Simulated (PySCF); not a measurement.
C₄H₁₂O₃SSn, SMILES C[O][Sn]([O]C)([O]C)[S]C, singlet, GFN2-xTB optimised geometry.

```
21

C     -1.07    -2.24     1.96
O     -1.11    -0.87     1.68
Sn    -0.31     0.00     0.00
O      1.75     0.00     0.00
C      2.55     0.79     0.83
O     -0.78    -1.27    -1.53
C      0.05    -1.57    -2.62
S     -1.35     2.20     0.00
C     -3.00     1.86     0.68
H     -0.05    -2.59     2.15
H     -1.66    -2.38     2.86
H     -1.51    -2.83     1.15
H      3.58     0.54     0.58
H      2.38     0.58     1.89
H      2.40     1.86     0.65
H      0.12    -0.73    -3.31
H      1.05    -1.88    -2.31
H     -0.44    -2.40    -3.13
H     -2.91     1.33     1.62
H     -3.58     1.29    -0.04
H     -3.45     2.83     0.84
```

Density from CAM-B3LYP/def2-SVP, def2 effective core potentials past Kr (PySCF) at that geometry. The core electrons that the potentials of Sn replace are not part of the density.

Minimum of the electron density along straight lines between bonded atoms, close to the bond critical point (lines longer than 1.1 times the sum of covalent radii, or with two minima, are not listed):

```
bond    length / Å  ρ at the minimum / e bohr⁻³  ∇²ρ there / e bohr⁻⁵  position (fraction from the first atom)
------  ----------  ---------------------------  --------------------  ---------------------------------------
C1–O2        1.400                        0.260                 -0.40                                     0.34
O2–Sn3       2.052                        0.093                  0.43                                     0.49
Sn3–O4       2.062                        0.091                  0.41                                     0.51
O4–C5        1.399                        0.261                 -0.40                                     0.66
Sn3–O6       2.043                        0.094                  0.44                                     0.51
O6–C7        1.401                        0.259                 -0.39                                     0.66
Sn3–S8       2.434                            …                  0.09                                     0.48
S8–C9        1.820                            …                 -0.31                                     0.55
C1–H10       1.093                        0.281                 -1.07                                     0.63
C1–H11       1.094                        0.281                 -1.07                                     0.64
C1–H12       1.092                        0.282                 -1.08                                     0.64
C5–H13       1.094                        0.281                 -1.08                                     0.64
C5–H14       1.093                        0.281                 -1.07                                     0.63
C5–H15       1.093                        0.281                 -1.07                                     0.63
C7–H16       1.092                        0.281                 -1.07                                     0.63
C7–H17       1.091                        0.283                 -1.09                                     0.64
C7–H18       1.094                        0.281                 -1.08                                     0.64
C9–H19       1.083                        0.284                 -1.12                                     0.65
C9–H20       1.084                        0.282                 -1.09                                     0.64
C9–H21       1.086                        0.280                 -1.08                                     0.64
```

Problem. Complete the blanks.

Solution. 
- Sn3–S8, ρ at the minimum / e bohr⁻³: 0.078
- S8–C9, ρ at the minimum / e bohr⁻³: 0.177
